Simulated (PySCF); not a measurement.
PySCF input:

```python
from pyscf import gto, scf, mp, cc as ccmod

mol = gto.M(
    atom='''
    C    -0.09534627    1.33111814    0.01210732
    C    -1.15115099    0.32887739   -0.51642207
    S    -0.00769884   -1.07353584    0.23359474
    C     1.08230038    0.36502231   -0.12213402
    H    -0.18230125    1.60497330    1.08577572
    H    -0.00473891    2.26771602   -0.56254106
    H    -2.06591090    0.35397813    0.10241114
    H     1.42919648    0.31009034   -1.15886004
    H     1.93211740    0.48970859    0.55439091
    ''',
    basis='cc-pvdz',
    charge=-1,
    spin=0,
    verbose=4,
)

mf = scf.RHF(mol)
mf.conv_tol = 1e-10
mf.max_cycle = 100
mf.kernel()
mp2 = mp.MP2(mf, frozen=8).run()
cc = ccmod.CCSD(mf, frozen=8)
cc.max_cycle = 100
cc.kernel()
et = cc.ccsd_t()
print(f'E(CCSD(T)) = {cc.e_tot + et:.9f}')
```

Q: Predict the final energy.

A: -514.55526 Eh (CCSD(T)/cc-pVDZ).

It need not be the lowest isomer of its formula. Whether it binds its extra electron was not tested at this geometry.
